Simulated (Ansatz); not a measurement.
```xyz
4

C    -0.0467   -0.0164   -0.4852
C    -0.0416   -0.0157    0.7991
H    -0.0485   -0.9506   -1.0196
H    -0.0062    0.9891   -1.0037
```

Basis set: aug-cc-pVDZ (spherical functions). Left uncorrelated: 2 orbitals. Charge 0, multiplicity 1.

Computed with Ansatz (development build ahead of 0.2.0); each method stands on the lowest determinant of its kind that the runs found. Restricted open shells among the atoms or ions are ROHF, correlated in semicanonical orbitals with singles.

(1) Give the atomization energy at this shape (free ground-state atoms in the same class of orbitals less the molecule, no zero-point energy) of singlet C₂H₂ by RHF-MP2, RHF.

## Answers

(1)

| method | atomization energy |
| --- | --- |
| RHF-MP2 | 14.51 eV |
| RHF | 11.18 eV |
